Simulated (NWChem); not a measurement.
Species: CaF$_{2}$; SMILES [Ca]([F])[F]

Results from NWChem. Structure relaxed at the PBE0-D3(BJ)/def2-TZVP level. Level: PBE0/def2-SVPD; rows give the wavelength of the field.

```
field    isotropic polarisability (bohr³)  anisotropy (bohr³)
-------  --------------------------------  ------------------
static                               22.0                10.3
1065 nm                              22.2                10.4
589 nm                                  …                10.6
```

Task: Complete the blanks.

Result: 
- 589 nm, isotropic polarisability (bohr³): 22.6
